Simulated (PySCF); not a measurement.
SMILES C1(=C2C=C2)C(C)=CC=C1, C9H8

Geometry:
| atom | x (Å) | y (Å) | z (Å) |
| --- | --- | --- | --- |
| C1 | -0.180 | -1.834 | 0.640 |
| C2 | -0.210 | -0.469 | 0.041 |
| C3 | -1.299 | 0.317 | -0.218 |
| C4 | -0.863 | 1.571 | -0.806 |
| C5 | 0.497 | 1.563 | -0.912 |
| C6 | 0.964 | 0.289 | -0.388 |
| C7 | 2.247 | -0.131 | -0.307 |
| C8 | 3.648 | 0.042 | -0.501 |
| C9 | 3.235 | -1.100 | 0.035 |
| H10 | -1.196 | -2.181 | 0.878 |
| H11 | 0.271 | -2.575 | -0.042 |
| H12 | 0.407 | -1.862 | 1.575 |
| H13 | -2.337 | 0.045 | -0.015 |
| H14 | -1.526 | 2.382 | -1.110 |
| H15 | 1.137 | 2.350 | -1.310 |
| H16 | 4.476 | 0.661 | -0.842 |
| H17 | 3.486 | -2.076 | 0.444 |

Computed, not measured: quadratic response CAM-B3LYP/aug-cc-pVDZ first hyperpolarisability, Taylor convention, gas phase (PySCF). Geometry: PBE0-D3(BJ)/def2-SVP.

**Question.** Give the tensor of the static β(0;0,0) in the axes of these coordinates.

**Answer.** In au, Taylor convention; rows are the first index (the induced dipole):
|  | xx | yy | zz | xy | xz | yz |
| --- | --- | --- | --- | --- | --- | --- |
| x | -32.3 | -14.5 | +25.8 | +5.5 | +5.0 | +14.5 |
| y | +5.5 | -64.7 | -41.7 | -14.5 | +14.5 | -25.6 |
| z | +5.0 | -25.6 | +66.9 | +14.5 | +25.8 | -41.7 |

Norm of βᵢ = ⅓ Σⱼ (βᵢⱼⱼ + βⱼᵢⱼ + βⱼⱼᵢ): 112.9 au, hyper-Rayleigh value 54.5 au.
